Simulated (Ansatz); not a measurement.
## Molecular dynamics of BClH$_{6}$O$_{4}$

Input file:

```yaml
crystal:
  periodic: [false, false, false]
  atoms:
    - { symbol: B, position_ang: [-0.332389, -1.017972, 0.058506] }
    - { symbol: Cl, position_ang: [-0.856414, 0.765559, -1.527493] }
    - { symbol: O, position_ang: [0.004003, -2.124701, -0.663732] }
    - { symbol: O, position_ang: [-1.479071, -0.867875, 0.790015] }
    - { symbol: H, position_ang: [0.869209, 0.777376, 0.659841] }
    - { symbol: O, position_ang: [0.899509, -0.396236, 0.602576] }
    - { symbol: H, position_ang: [-0.015856, 1.836301, -0.255535] }
    - { symbol: O, position_ang: [0.62909, 1.990152, 0.543326] }
    - { symbol: H, position_ang: [-0.777104, -2.61208, -0.951453] }
    - { symbol: H, position_ang: [-1.987861, -0.113845, 0.461819] }
    - { symbol: H, position_ang: [1.664361, -0.717472, 0.100543] }
    - { symbol: H, position_ang: [1.382523, 2.480892, 0.181585] }
basis:
  gaussian: { orbitals: def2-SVP }
hamiltonian:
  xc: b3lyp
  dispersion: d4
md:
  timestep: 0.5
  n_steps: 159
  ensemble: nve
  temperature: 300.0
  initial_velocities: maxwell_boltzmann
  seed: 7061
```

Run as:

```bash
$ ansatz run input.yaml --threads 2 --pin off --max-ram 3072MiB --backend cpu --events-out ev --progress --plain --runs-dir out
```

It starts at the highest image of a converged band, a first-order saddle point between two minima.

Output, in part (step lines, the closing report, with atoms numbered from 0):

```
md step     0: t =     0.00 fs  T =   300.0 K  F+E_penalty+E_count = -21479.33554378 eV  E_kin = 0.387780 eV  conserved = -21478.94776379 eV  (27 SCF iters)
[... lines left out ...]
Total energy: -21479.60971823 eV, -789.3610977425 hartree
Atom 0 at    -0.136095    -1.458456     0.353401 Å, force    -1.131305    -0.364341    -0.346834 eV/Å
Atom 1 at    -1.012088     1.149555    -1.846646 Å, force     0.702618     0.481196     0.759685 eV/Å
Atom 2 at    -0.040279    -2.561891    -0.453361 Å, force    -0.709549    -0.028496    -0.890389 eV/Å
Atom 3 at    -1.376323    -1.042247     0.783682 Å, force     0.872014     0.386439     0.072494 eV/Å
Atom 4 at     0.873988     1.547180     0.910354 Å, force     0.423820    -1.788433     0.541741 eV/Å
Atom 5 at     0.993508    -0.786094     0.745073 Å, force    -1.117641     0.866666     0.714626 eV/Å
Atom 6 at    -0.235234     1.759560    -0.923394 Å, force    -0.570149    -0.327656    -0.644394 eV/Å
Atom 7 at     0.649879     2.413662     0.623707 Å, force    -1.205144     0.806316    -0.640528 eV/Å
Atom 8 at    -0.849528    -2.728820    -1.009750 Å, force     1.070457     0.256199     1.111910 eV/Å
Atom 9 at    -1.263806    -0.204859     1.263862 Å, force    -0.336418    -0.198252    -0.100848 eV/Å
Atom 10 at     1.777979    -1.240218     0.501650 Å, force     1.287349    -0.661691    -0.533997 eV/Å
Atom 11 at     1.451744     2.910160     0.739709 Å, force     0.713949     0.572051    -0.043466 eV/Å
Dipole moment:     0.650473     0.131882     0.322908 e Å
```

The steps, from the saved trajectory:

```tsv
time (fs)	T (K)	potential energy less start (eV)	conserved less start (meV/atom)
0.0	300	0.000	0.00
2.5	220	0.106	0.18
5.0	219	0.106	0.07
7.5	185	0.150	0.10
10.0	141	0.207	0.15
12.5	177	0.159	0.04
15.0	148	0.199	0.18
17.5	201	0.128	0.05
20.0	222	0.102	0.14
22.5	244	0.074	0.09
25.0	273	0.035	0.05
27.5	247	0.071	0.17
30.0	329	-0.037	0.02
32.5	334	-0.041	0.20
35.0	445	-0.187	-0.02
37.5	420	-0.153	0.16
40.0	489	-0.243	0.06
42.5	504	-0.263	0.10
45.0	515	-0.277	0.11
47.5	512	-0.274	0.06
50.0	503	-0.260	0.11
52.5	494	-0.250	0.09
55.0	489	-0.243	0.09
57.5	490	-0.244	0.14
60.0	543	-0.314	0.00
62.5	504	-0.262	0.17
65.0	556	-0.331	0.01
67.5	497	-0.252	0.17
70.0	531	-0.298	0.07
72.5	562	-0.338	0.04
75.0	538	-0.305	0.17
77.5	603	-0.392	-0.04
```

The run went to its last step. The conserved energy stayed within 0.21 meV per atom of its start (net change 0.19 meV per atom), so the integration is sound. The system heated up, since it started high on the potential surface and ran downhill. A run of 0.08 ps of so small a system gives no equilibrium averages. The orbitals stay closed-shell, which can raise the energy where a bond breaks towards radicals; this wasn't checked here.

The step under study would form B1–O6, H5–O8, Cl2–H7 and break B1–Cl2, H5–O6, H7–O8. These pairs go: B1–O6 1.48 → 1.37 Å, H5–O8 1.24 → 0.94 Å, Cl2–H7 1.86 → 1.35 Å, B1–Cl2 2.44 → 3.52 Å, H5–O6 1.18 → 2.34 Å, H7–O8 1.04 → 1.90 Å. In the last frame they stand as after the step (other bonds may differ from the relaxed reactants and products). It ends as BH3O3 + ClH + H2O. Pairs count as bonded within 1.25 times the sum of covalent radii (0.12 Å more for H–H).

Last frame:

```xyz
12
Properties=species:S:1:pos:R:3
B -0.136 -1.458 0.353
Cl -1.012 1.150 -1.847
O -0.040 -2.562 -0.453
O -1.376 -1.042 0.784
H 0.874 1.547 0.910
O 0.994 -0.786 0.745
H -0.235 1.760 -0.923
O 0.650 2.414 0.624
H -0.850 -2.729 -1.010
H -1.264 -0.205 1.264
H 1.778 -1.240 0.502
H 1.452 2.910 0.740
```

The run took 8.1 min on 2 threads of AMD EPYC 7R43 64-Core Processor (Zen 3) (shared host), peak memory 0.28 GiB.
